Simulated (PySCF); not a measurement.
A calculated (B3LYP, PySCF 2.14, Sapporo-DZP-2012, scalar relativity by spin-free X2C-1e) atom or ion has these occupied shells.

```tsv
shell	electrons	orbital energy (eV)	rms radius, mean of both spins (bohr)
1s α	1	-1804.2	0.129
1s β	1	-1804.0	0.129
2s α	1	-145.01	0.621
2s β	1	-144.84	0.621
2p α	3	-99.736	0.602
2p β	3	-99.466	0.602
3s α	1	-12.410	2.34
3s β	1	-10.667	2.34
3p α	2	-5.250	2.97
```

Task: Name the element and its charge.

Result: Si (silicon, neutral), in [Ne] 3s2 3p2, high-spin 3P determinant.
